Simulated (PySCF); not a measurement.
**Dipole moment and polarisability of `[BH3-][n+]1cccc(C)c1C`**

Species: C7H12BN.
Cartesian coordinates in Å at the PBE0-D3(BJ)/def2-SVP level; atoms count from 1:
```
atom  x, y, z in Å
B1    -1.866   -0.927   -0.177
N2    -0.881    0.328   -0.136
C3    -1.420    1.558   -0.132
C4    -0.644    2.700   -0.096
C5     0.739    2.559   -0.062
C6     1.316    1.290   -0.065
C7     2.808    1.135   -0.029
C8     0.462    0.169   -0.104
C9     0.980   -1.225   -0.113
H10   -1.645   -1.594    0.831
H11   -3.002   -0.477   -0.200
H12   -1.594   -1.570   -1.188
H13   -2.509    1.581   -0.160
H14   -1.120    3.681   -0.094
H15    1.383    3.442   -0.032
H16    3.136    0.567    0.856
H17    3.297    2.117    0.003
H18    3.183    0.602   -0.916
H19    0.625   -1.749   -1.014
H20    2.073   -1.261   -0.070
H21    0.554   -1.786    0.732
```

Level: PBE0/def2-SVPD (PySCF), static field, nuclei fixed, core orbitals frozen in the response. The polarisability tensor in these axes (au):

```
x   128.73   5.45   1.51
y     5.45 128.76   0.99
z     1.51   0.99  71.73
```

What are the eigenvalues, a third of the trace, and Δα (Δα² = ½Σ(αi − αj)² over the three pairs)?

Principal values 71.68, 123.30 and 134.24 au; mean 109.74 au = 16.26 Å³ = 18.09 × 10⁻⁴⁰ C²·m²/J; Δα = 57.87 au (53 % of the mean).

What is the dipole moment, and where does it point?

(4.63, 4.21, 0.17) D, 6.26 D in size, pointing from the negative to the positive side. Measured along this direction, the outermost atoms are H11 at the negative end and H17 at the positive end.

Estimate the molar refractivity from the static electronic polarisability.

Lorentz–Lorenz: R = (4π/3)N_A α = 2.5225 cm³/(mol·Å³) × 16.26 Å³ = 41.0 cm³/mol, in the limit of long wavelengths.

Traceless (Buckingham) quadrupole moment about the centre of nuclear charge: eigenvalues?

-15.13, -0.88, 16.02 D·Å. The values depend on the origin, since the dipole doesn't vanish. The electronic extent ⟨r²⟩ about the same centre is 1220 bohr², a root-mean-square distance of 2.27 Å for the 66 electrons.

Orientational against electronic polarisability at 298 K (dilute gas, rigid molecules)?

In Gaussian units μ²/3kT = 317.56 Å³ against 16.26 Å³, a ratio of 19.53; the Debye molar polarisation (4π/3)N_A(α + μ²/3kT) is 842.1 cm³/mol, leaving out the vibrational part.

What depolarisation ratio follows for Rayleigh scattering of linearly polarised light, taking the static tensor?

ρ = 3Δα²/(45ᾱ² + 4Δα²) = 10047.1/(541938 + 13396.1) = 0.0181.

What would n − 1 = 2πNα be for an ideal gas of these molecules at 500 K and 1 atm, electronic part alone?

N = p/kT = 1.4678 × 10¹⁹ cm⁻³, so n − 1 = 2π × N × 16.26 × 10⁻²⁴ cm³ = 1500 × 10⁻⁶ at long wavelengths, for an ideal gas.

Isolated species at its PBE0-D3(BJ)/def2-SVP geometry, gas phase.

These values come from a run that also computed excited states and ΔSCF ions. The run took 10 min (with the writing of density and orbital grids) on one thread of an Arm Neoverse V1, shared host with 32 logical CPUs at a one-minute load of 20, and the process peaked at 1.2 GiB of memory.
